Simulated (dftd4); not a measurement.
C₅H₁₂O₃Si, charge -1, doublet, at a GFN2-xTB geometry (a state made from the parent by changing its charge; the spin is typed, not shown lowest); D4 for blyp in dftd4 4.2.0.

Input for dftd4:
```
$ dftd4 mol.xyz --func blyp --charge -1 --json dftd4.json --noedisp --grad

# file mol.xyz
21

C     -0.04504038    -2.31190742    -1.59540500
C      0.22790694    -0.91931420    -1.53625136
Si     0.04080792     0.16902932    -0.09732877
O      0.18926883     1.79141942    -0.45205088
C      1.44055666     2.33595593    -0.65442950
O      1.06600412     0.07228515     1.26048838
C      1.07929904    -1.07036143     2.03851065
O     -1.40314014     0.02792947     0.74764931
C     -2.58885233    -0.29182673     0.11591442
H     -0.57921131    -2.79511640    -0.78860213
H     -0.04878099    -2.83075254    -2.54473373
H      0.70422501    -0.51214466    -2.42672374
H      1.35138235     3.42845115    -0.68097074
H      2.12964219     2.04950654     0.14512242
H      1.86742974     1.99481581    -1.60617568
H      1.38174196    -1.94344364     1.44647109
H      0.08590221    -1.27620416     2.45319170
H      1.79099746    -0.92992504     2.86104614
H     -3.03449097     0.58918547    -0.36452225
H     -3.29222912    -0.67756512     0.86403748
H     -2.42820114    -1.05156685    -0.65426728
```

What the program printed (banner, timings and long lists left out):

```
                    ____  _____ _____     ____  _  _
      -------------|  _ \|  ___|_   _|---|  _ \| || |------------
     |             | | | | |_    | | ___ | | | | || |_           |
     |             | |_| |  _|   | ||___|| |_| |__   _|          |
     |             |____/|_|     |_|     |____/   |_|            |
     |             ===================================           |
     |            E. Caldeweyher, S. Ehlert & S. Grimme          |
     |          Mulliken Center for Theoretical Chemistry        |
     |                    University of Bonn                     |
      -----------------------------------------------------------

Rational (Becke-Johnson) damping: blyp-D4-ATM
---------------------
  s6         1.0000
  s8         2.3408
  s9         1.0000
  a1         0.4449
  a2         4.0933
 alp        16.0000
--------------------

Dispersion energy:      -4.5150997941442E-02 Eh

Gradient norm:           3.4669626505357E-03 Eh/a0
--------------------------------------------------
     #    Z           dE/dx      dE/dy      dE/dz
--------------------------------------------------
     1    6 C     1.609E-04 -1.094E-03 -9.542E-04
     2    6 C     2.843E-04 -7.827E-04 -1.376E-03
     3   14 Si    1.276E-04  5.333E-04  3.056E-04
     4    8 O     1.768E-04  1.104E-03 -1.948E-04
     5    6 C     2.730E-04  3.425E-04 -1.178E-04
     6    8 O     5.536E-04 -3.965E-05  9.629E-04
     7    6 C     3.270E-04 -3.347E-04  6.341E-04
     8    8 O    -1.041E-03  2.927E-04  5.224E-04
     9    6 C    -8.546E-04  1.370E-04  1.076E-05
    10    1 H     3.803E-05 -3.960E-04 -2.490E-04
    11    1 H     1.685E-05 -1.997E-04 -1.468E-04
    12    1 H     5.611E-05 -1.770E-04 -2.988E-04
    13    1 H     7.072E-05  2.149E-04 -4.596E-05
    14    1 H     1.001E-04  2.495E-04 -5.235E-05
    15    1 H     1.483E-04  3.023E-04 -8.680E-05
    16    1 H     2.364E-04 -9.694E-05  3.542E-04
    17    1 H     1.635E-04 -7.233E-05  2.919E-04
    18    1 H     1.202E-04 -7.434E-05  1.953E-04
    19    1 H    -3.167E-04  2.873E-05  4.834E-05
    20    1 H    -2.617E-04 -9.659E-06  7.241E-05
    21    1 H    -3.796E-04  7.189E-05  1.248E-04
--------------------------------------------------

Virial:
--------------------------------------------------
      component           x          y          z
--------------------------------------------------
          x       1.702E-02  8.009E-04  5.039E-04
          y       8.009E-04  1.956E-02  3.276E-03
          z       5.039E-04  3.276E-03  1.867E-02
--------------------------------------------------

[Info] Dispersion results written to 'dftd4.txt'
[Info] JSON dump of results written to 'dftd4.json'
```
